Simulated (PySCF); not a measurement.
Vertical excitations of a molecule C3H8Ge from TDDFT-M06-2X/def2-SVPD (PySCF), as energy in eV (oscillator strength): 6.44 (0.001), 7.30 (0.403), 7.40 (0.004), 7.86 (0.000), 7.99 (0.004), 8.01 (0.044), 8.24 (0.097), 8.33 (0.037), 8.47 (0.025), 8.55 (0.008). Lowest triplet (TDA): 4.68 eV. Geometry optimised at PBE0-D3(BJ)/def2-SVP. Other conformers were not sampled.

**Question.** Which structure fits?
A. C=[C](C)[GeH3]
B. C/C=[CH]\[GeH3]
C. [GeH3][CH]1CC1
D. C=[CH][GeH2][CH3]

**Answer.** D, C=[CH][GeH2][CH3]
